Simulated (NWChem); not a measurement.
C$_{2}$H$_{4}$O$_{3}$S; SMILES C=CS(=O)(=O)O

```xyz
10

C     -0.0460    -2.3060    -0.0380
C      0.6389    -1.1821    -0.2824
S     -0.1271     0.4079    -0.0356
O     -1.4808     0.2199     0.4954
O      0.1594     1.2507    -1.2125
O      0.8213     0.9932     1.2010
H     -1.0748    -2.2548     0.3526
H      0.4034    -3.2939    -0.2227
H      1.6646    -1.1231    -0.6781
H      1.2966     1.7580     0.8096
```
Atoms are numbered in this order, from 1.

Computed with NWChem. Geometry: optimised at PBE-D3(BJ)/def2-SVP. Level: PBE/def2-SVP with SMD (1 M gas to 1 M solution), gas-phase geometry.

For solvent methanol:

```
Property                                     Value
-------------------------------------------  -----
solvation free energy (kcal/mol)              -7.5
cavity-dispersion-structure term (kcal/mol)    4.2
```

Question: Estimate the same quantities for solvent water.

Answer: 
- solvation free energy (kcal/mol) = -9.0
- cavity-dispersion-structure term (kcal/mol) = 3.0
